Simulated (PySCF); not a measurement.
C₂H₈FNOSi, SMILES C[Si@@](N)(O)CF.

Geometry optimised at r2SCAN-D4/def2-SVP. The structure was generated by enumeration; whether it is a known compound was not checked. The values are those of a single conformer.

Two levels are set side by side: TDDFT-PBE/def2-SVPD (PySCF) and TDDFT-PBE0/def2-SVPD (PySCF). Vertical, same geometry. The lowest singlet is HOMO→LUMO 99 % with PBE and HOMO→LUMO 94 % with the other functional; states are paired by order. Differences are taken from unrounded values.

```json
[
 {"quantity": "lowest singlet excitation (eV)", "TDDFT-PBE0": "6.52", "TDDFT-PBE": "5.66", "TDDFT-PBE minus TDDFT-PBE0": "-0.86"},
 {"quantity": "lowest triplet excitation (TDA) (eV)", "TDDFT-PBE0": "6.23", "TDDFT-PBE": "5.46", "TDDFT-PBE minus TDDFT-PBE0": "-0.76"}
]
```

Functionals without exact exchange tend to place singlet excitations lower, as here. Differences between two approximate levels are no errors against the true value.

Rough cost on one machine, each run with all the roots and properties that it gave: TDDFT-PBE0 against TDDFT-PBE about 3 times.
